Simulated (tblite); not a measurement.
Compound: C5H15NSSi.
Atom-mapped SMILES: `[CH3:1][CH:2]([CH3:3])[CH2:4][N:5]([CH3:6])[SiH2:7][SH:8]` (hydrogens: H9, H10, H11 on C1; H12 on C2; H13, H14, H15 on C3; H16, H17 on C4; H18, H19, H20 on C6; H21, H22 on Si7; H23 on S8)

Cartesian coordinates in Å at the GFN2-xTB level; atoms count from 1:
```
atom  x, y, z in Å
C1    -2.2349    1.3680    0.2315
C2    -1.0977    0.4780   -0.2634
C3    -1.6441   -0.8429   -0.7957
C4    -0.0843    0.2753    0.8732
N5     1.1120   -0.4592    0.5102
C6     1.1349   -1.8508    0.8851
Si7    2.2570    0.1337   -0.6045
S8     2.1074    2.2769   -0.5006
H9    -2.9495    1.5541   -0.5668
H10   -2.7589    0.8911    1.0576
H11   -1.8481    2.3246    0.5740
H12   -0.5804    0.9943   -1.0794
H13   -2.4033   -0.6559   -1.5524
H14   -0.8539   -1.4333   -1.2533
H15   -2.0974   -1.4208    0.0078
H16    0.2217    1.2653    1.2266
H17   -0.5673   -0.2448    1.7053
H18    0.3976   -2.4441    0.3371
H19    0.9315   -1.9538    1.9539
H20    2.1202   -2.2620    0.6799
H21    2.0568   -0.2225   -2.0162
H22    3.5945   -0.2560   -0.1651
H23    3.1816    2.5119   -1.2346
```

Method: GFN2-xTB as coded in tblite; computed harmonic values from a numerical Hessian at the method's own geometry, unscaled. Errors from tens to a few hundred cm⁻¹ against measured bands are possible. Modes of hydrogen on silicon and sulfur can be 10 to 20 % off. One conformer, not necessarily the lowest.

Harmonic wavenumbers (cm⁻¹): 42.7, 50.6, 76.3, 107.3, 136.3, 141.5, 171.4, 211.5, 251.6, 261.5, 270.5, 361.6, 384.3, 431.4, 460.1, 514.7, 532.6, 571.1, 697.9, 720.0, 769.6, 815.8, 861.7, 915.0, 948.5, 978.2, 988.1, 1049.9, 1099.7, 1115.6, 1155.8, 1184.6, 1205.4, 1236.7, 1297.9, 1321.9, 1346.5, 1354.3, 1406.3, 1420.3, 1426.6, 1473.6, 1487.0, 1496.7, 1501.6, 1503.2, 1509.0, 1518.6, 2184.4, 2276.0, 2487.9, 2931.7, 2932.5, 2937.9, 2951.9, 2963.5, 3020.3, 3025.6, 3028.0, 3032.1, 3036.5, 3038.6, 3042.8.

A = 1663, B = 1001, C = 728.3 MHz; mass 149.069 u (most abundant isotopes); point group C1, symmetry number 1.

What is the zero-point energy?

Half the sum of the wavenumbers: 41836 cm⁻¹ = 500.47 kJ/mol.

Give the ideal-gas entropy at 298.15 K and 1 bar in the rigid-rotor, harmonic-oscillator model (classical rotation).

Translation 171.27, rotation 125.36, vibration 167.23: S = 463.9 J/(mol K).

And Cp and H(298.15 K) − H(0)?

Cp = 193.13 J/(mol K), of which vibrations give 159.88 (their classical limit is 63 R = 523.8); H(298.15 K) − H(0) = 35.47 kJ/mol without the zero-point energy, 25.56 from vibrations.

What must be added to the electronic energy to get the Gibbs energy at 298.15 K and 1 bar?

ZPE + [H(298.15 K) − H(0)] − T·S = 500.47 + 35.47 − 138.30 = 397.64 kJ/mol.

How do the functions run with temperature in this model?

```tsv
T (K)	S (J/(mol K))	Cp (J/(mol K))	H − H(0) (kJ/mol)	G − H(0) (kJ/mol)	ln q(vib)
100	313.0	97.7	6.43	-24.87	2.60
200	396.5	147.4	18.77	-60.53	6.32
300	465.1	194.0	35.83	-103.69	9.87
500	585.2	280.4	83.59	-208.99	16.53
800	738.2	370.8	182.34	-408.22	25.75
1000	825.6	411.7	260.79	-564.77	31.41
```

q(vib) and H(0) count from the zero-point level.

Blend soft modes into free rotors: weight 1/[1 + (100 cm⁻¹/ν̃)⁴] for the oscillator and the rest for a rotor with moment μB/(μ + B), μ = h/(8π²ν), B = 10⁻⁴⁴ kg m². What vibrational entropy results?

152.40 J/(mol K) in place of 167.23, which changes −T·S at 298.15 K by +4.42 kJ/mol.

Which modes carry the vibrational entropy at 298.15 K?

42.7 cm⁻¹: 21.46; 50.6 cm⁻¹: 20.06; 76.3 cm⁻¹: 16.67; 107.3 cm⁻¹: 13.88; 136.3 cm⁻¹: 11.95; 141.5 cm⁻¹: 11.65 J/(mol K); the other 57 give 71.57 together.

Hindered rotation and anharmonicity are outside this model. Other conformers, if any are populated, would add a mixing term that is left out. The structure is chiral; the term R ln 2 for an equal mix with its mirror image is left out.
